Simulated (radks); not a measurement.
The numbers below are computed, except where a source is named.
Species: neutral tungsten. Configuration: [Xe] 4f14 5d2.5 6s2 6p1.5 (fractional occupations, a model configuration).

Level of theory: Dirac Kohn-Sham, PBE, spin-unpolarised, spherical densities, finite nucleus; open shells fill j = l - 1/2 first; Fermi nuclear charge, rms radius 5.3658 fm (a radial shooting solver on a logarithmic mesh with Libxc functionals).

Energy parts (hartree):
| part | energy |
|---|---|
| total | -16163.1535 |
| kinetic | 18202.0398 |
| electron-nucleus | -40352.9116 |
| Hartree | 6312.5261 |
| exchange-correlation | -324.8078 |

Orbitals (lengths in bohr, moments of r in powers of bohr; <r^-3> diverges for s and p1/2; r(90%) holds 90 % of the orbital's charge):
[
 {"orbital": "1s1/2", "occ.": "2", "eigenvalue (hartree)": "-2549.555", "<r^2>": "0.0004632", "<r^-3>": "-", "r(90%)": "0.0334"},
 {"orbital": "2s1/2", "occ.": "2", "eigenvalue (hartree)": "-439.9315", "<r^2>": "0.007063", "<r^-3>": "-", "r(90%)": "0.120"},
 {"orbital": "2p1/2", "occ.": "2", "eigenvalue (hartree)": "-420.7923", "<r^2>": "0.005042", "<r^-3>": "-", "r(90%)": "0.106"},
 {"orbital": "2p3/2", "occ.": "4", "eigenvalue (hartree)": "-371.0829", "<r^2>": "0.006243", "<r^-3>": "16330", "r(90%)": "0.116"},
 {"orbital": "3s1/2", "occ.": "2", "eigenvalue (hartree)": "-101.4617", "<r^2>": "0.04613", "<r^-3>": "-", "r(90%)": "0.295"},
 {"orbital": "3p1/2", "occ.": "2", "eigenvalue (hartree)": "-92.91718", "<r^2>": "0.04232", "<r^-3>": "-", "r(90%)": "0.287"},
 {"orbital": "3p3/2", "occ.": "4", "eigenvalue (hartree)": "-82.16812", "<r^2>": "0.04891", "<r^-3>": "3693", "r(90%)": "0.307"},
 {"orbital": "3d3/2", "occ.": "4", "eigenvalue (hartree)": "-67.74961", "<r^2>": "0.03792", "<r^-3>": "638.4", "r(90%)": "0.280"},
 {"orbital": "3d5/2", "occ.": "6", "eigenvalue (hartree)": "-65.41189", "<r^2>": "0.03973", "<r^-3>": "543.0", "r(90%)": "0.286"},
 {"orbital": "4s1/2", "occ.": "2", "eigenvalue (hartree)": "-21.08300", "<r^2>": "0.2283", "<r^-3>": "-", "r(90%)": "0.646"},
 {"orbital": "4p1/2", "occ.": "2", "eigenvalue (hartree)": "-17.53555", "<r^2>": "0.2355", "<r^-3>": "-", "r(90%)": "0.662"},
 {"orbital": "4p3/2", "occ.": "4", "eigenvalue (hartree)": "-15.04491", "<r^2>": "0.2709", "<r^-3>": "856.2", "r(90%)": "0.709"},
 {"orbital": "4d3/2", "occ.": "4", "eigenvalue (hartree)": "-9.21168", "<r^2>": "0.2955", "<r^-3>": "129.7", "r(90%)": "0.757"},
 {"orbital": "4d5/2", "occ.": "6", "eigenvalue (hartree)": "-8.75279", "<r^2>": "0.3089", "<r^-3>": "108.0", "r(90%)": "0.774"},
 {"orbital": "4f5/2", "occ.": "6", "eigenvalue (hartree)": "-1.45686", "<r^2>": "0.4544", "<r^-3>": "19.64", "r(90%)": "0.998"},
 {"orbital": "4f7/2", "occ.": "8", "eigenvalue (hartree)": "-1.37458", "<r^2>": "0.4697", "<r^-3>": "18.70", "r(90%)": "1.01"},
 {"orbital": "5s1/2", "occ.": "2", "eigenvalue (hartree)": "-3.08883", "<r^2>": "1.273", "<r^-3>": "-", "r(90%)": "1.53"},
 {"orbital": "5p1/2", "occ.": "2", "eigenvalue (hartree)": "-2.03308", "<r^2>": "1.549", "<r^-3>": "-", "r(90%)": "1.70"},
 {"orbital": "5p3/2", "occ.": "4", "eigenvalue (hartree)": "-1.66646", "<r^2>": "1.827", "<r^-3>": "123.9", "r(90%)": "1.85"},
 {"orbital": "5d3/2", "occ.": "2.5", "eigenvalue (hartree)": "-0.31927", "<r^2>": "4.106", "<r^-3>": "9.198", "r(90%)": "2.91"},
 {"orbital": "5d5/2", "occ.": "0", "eigenvalue (hartree)": "-0.28786", "<r^2>": "4.429", "<r^-3>": "7.393", "r(90%)": "3.03"},
 {"orbital": "6s1/2", "occ.": "2", "eigenvalue (hartree)": "-0.28777", "<r^2>": "9.980", "<r^-3>": "-", "r(90%)": "4.36"},
 {"orbital": "6p1/2", "occ.": "1.5", "eigenvalue (hartree)": "-0.11434", "<r^2>": "17.35", "<r^-3>": "-", "r(90%)": "5.87"},
 {"orbital": "6p3/2", "occ.": "0", "eigenvalue (hartree)": "-0.08843", "<r^2>": "21.43", "<r^-3>": "8.528", "r(90%)": "6.54"}
]

The highest occupied level is 6p1/2 at -3.111 eV. The configuration is held as typed, so some empty levels lie below it. The electron density at the nucleus is 1.424e+06 e/bohr^3.
